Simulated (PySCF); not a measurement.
BFH, SMILES [BH]F, multiplicity 2.

The structure is a stationary point at PBE0-D3(BJ)/def2-TZVPD. The isomer is the one that the SMILES or the coordinates give; other isomers of the formula were not compared.

Calculation: PySCF 2.14.0 with TDA-PBE/def2-TZVPD.

Vertical excitations. Gas-phase values at a fixed geometry.

**Question.** List the lowest excited states. (An estimate is asked for; the answer gives what the named calculation found.)

**Answer.** 
```
state    energy (eV)  λ (nm)      f                                                                  main pairs
-------  -----------  ------  -----  --------------------------------------------------------------------------
root 1          2.27     546  0.012                                                            α HOMO→LUMO 99 %
root 2          4.81     258  0.036                                                         α HOMO→LUMO+1 100 %
root 3          5.51     225  0.022                                                         α HOMO→LUMO+2 100 %
root 4          6.69     185  0.027                                                          α HOMO→LUMO+3 96 %
root 5          7.09     175  0.013                                      α HOMO→LUMO+4 79 %, β HOMO→LUMO+1 12 %
root 6          7.14     174  0.046                                        α HOMO→LUMO+5 77 %, β HOMO→LUMO 18 %
root 7          7.22     172  0.009                  α HOMO−1→LUMO 38 %, α HOMO→LUMO+4 19 %, β HOMO→LUMO+1 37 %
root 8          7.33     169  0.003                                                          α HOMO→LUMO+6 91 %
root 9          7.49     166  0.031                                                          α HOMO→LUMO+7 93 %
root 10         7.63     162  0.107  α HOMO→LUMO+5 15 %, α HOMO→LUMO+8 7 %, α HOMO→LUMO+6 6 %, β HOMO→LUMO 64 %
```
Unrestricted roots are not spin-pure.
